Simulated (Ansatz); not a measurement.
Z-matrix (Å, degrees):
```
Si
F 1 1.571
Cl 1 2.007 2 109.3
Cl 1 2.007 2 109.3 3 122.7
F 1 1.571 2 107.7 3 -118.7
```

Charge 0, multiplicity 1.

Question: List the PBE0/def2-TZVPP orbital energies in eV (Ansatz). (Best estimate.)

Answer: Computed: Occupied: -2768.33, -2768.33, -1806.43, -674.88, -674.88, -260.20, -260.20, -198.47, -198.47, -198.34, -198.34, -198.34, -198.34, -148.39, -103.08, -103.07, -103.07, -34.64, -34.11, -24.50, -23.88, -16.71, -14.99, -14.35, -14.25, -13.29, -12.95, -12.91, -11.78, -10.82, -10.54, -10.16, -9.93. Lowest empty: 0.12, 1.01, 1.34, 2.15, 3.19, 3.90, 4.47, 4.61.
